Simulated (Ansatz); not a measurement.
The inner images of a band of ClF3H3O2Ta (10 atoms, charge 0, multiplicity 1) are given out of order.

These are results of RKS BHLYP-D4/def2-SVP (Ansatz), not measurements.

Initial state:

```xyz
10
Properties=species:S:1:pos:R:3
Ta -0.042 -0.028 -0.079
F 1.746 0.555 -0.257
F 0.451 -0.687 1.628
F -0.247 0.236 -1.932
O -0.908 1.487 0.489
H -1.368 2.246 0.824
Cl -1.798 -1.613 -0.125
O 1.094 -1.873 -0.738
H 0.729 -2.745 -0.578
H 2.043 -1.879 -0.599
```

Final state:

```xyz
10
Properties=species:S:1:pos:R:3
Ta -0.411 -0.506 -0.171
F 1.797 0.377 -0.312
F 0.077 -1.075 1.572
F -0.359 0.008 -1.979
O -0.722 1.229 0.430
H -0.356 2.047 0.753
Cl -2.457 -1.530 -0.212
O 0.939 -1.833 -0.710
H 1.179 -2.534 -0.103
H 2.014 -0.486 -0.636
```

**Question.** Put them in order from the first end to the last, with their energies above the first end.
A.
```xyz
10
Properties=species:S:1:pos:R:3
Ta -0.280 -0.209 -0.118
F 1.514 0.490 -0.118
F 0.134 -1.109 1.498
F -0.307 0.072 -1.974
O -0.917 1.400 0.527
H -0.578 2.244 0.817
Cl -2.229 -1.495 -0.288
O 1.143 -1.844 -0.786
H 1.280 -2.551 -0.151
H 1.942 -1.302 -0.776
```
B.
```xyz
10
Properties=species:S:1:pos:R:3
Ta -0.365 -0.429 -0.157
F 1.723 0.307 -0.275
F 0.104 -1.096 1.552
F -0.376 0.014 -1.981
O -0.740 1.277 0.450
H -0.430 2.134 0.728
Cl -2.383 -1.519 -0.207
O 1.067 -1.775 -0.740
H 1.279 -2.509 -0.164
H 1.823 -0.706 -0.574
```
C.
```xyz
10
Properties=species:S:1:pos:R:3
Ta -0.085 -0.058 -0.081
F 1.716 0.515 -0.216
F 0.381 -0.798 1.601
F -0.223 0.229 -1.936
O -0.902 1.474 0.509
H -1.280 2.285 0.827
Cl -1.889 -1.572 -0.182
O 1.067 -1.898 -0.762
H 0.903 -2.738 -0.331
H 2.014 -1.743 -0.796
```
D.
```xyz
10
Properties=species:S:1:pos:R:3
Ta -0.320 -0.307 -0.144
F 1.562 0.404 -0.180
F 0.093 -1.132 1.512
F -0.356 0.025 -1.990
O -0.820 1.339 0.488
H -0.452 2.173 0.764
Cl -2.324 -1.500 -0.259
O 1.164 -1.774 -0.769
H 1.327 -2.501 -0.166
H 1.826 -1.030 -0.624
```
E.
```xyz
10
Properties=species:S:1:pos:R:3
Ta -0.216 -0.149 -0.096
F 1.571 0.516 -0.109
F 0.207 -1.030 1.528
F -0.236 0.139 -1.954
O -0.946 1.421 0.536
H -0.822 2.313 0.847
Cl -2.107 -1.523 -0.294
O 1.090 -1.894 -0.778
H 1.198 -2.581 -0.116
H 1.961 -1.514 -0.931
```
F.
```xyz
10
Properties=species:S:1:pos:R:3
Ta -0.387 -0.473 -0.163
F 1.779 0.328 -0.288
F 0.101 -1.076 1.566
F -0.362 0.017 -1.977
O -0.728 1.252 0.434
H -0.414 2.104 0.721
Cl -2.418 -1.525 -0.201
O 0.988 -1.809 -0.728
H 1.223 -2.532 -0.146
H 1.920 -0.589 -0.587
```
G.
```xyz
10
Properties=species:S:1:pos:R:3
Ta -0.134 -0.096 -0.080
F 1.667 0.505 -0.138
F 0.300 -0.935 1.563
F -0.182 0.203 -1.937
O -0.915 1.448 0.534
H -1.132 2.322 0.837
Cl -1.994 -1.524 -0.259
O 1.051 -1.920 -0.774
H 1.085 -2.642 -0.142
H 1.956 -1.665 -0.971
```

**Answer.** C (+1.3 kJ/mol), G (+3.4 kJ/mol), E (+8.0 kJ/mol), A (+18.2 kJ/mol), D (+50.8 kJ/mol), B (+106.2 kJ/mol), F (+102.5 kJ/mol).

Time of the run: 8.7 min on 4 threads of Arm Neoverse V1 (shared host), peak memory 0.43 GiB.
